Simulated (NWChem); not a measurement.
A series in which one site is exchanged, each optimised at PBE0/def2-SVP with NWChem, gas phase unless a solvent is named. For some, no frequency run checked for a minimum. def2 effective core potentials on Sn, I; no spin-orbit coupling.

A: [SnH3][I] (SnH$_{3}$I; site = I)
B: [F][SnH3] (SnH₃F; site = F)
C: [SnH3][Cl] (SnH3Cl; site = Cl)
D: [Br][SnH3] (SnH3Br; site = Br)

### Question
Rank them by dipole (D), PBE0/def2-SVP, lowest first.

### Answer
A (2.18), D (2.43), C (2.57), B (2.75)
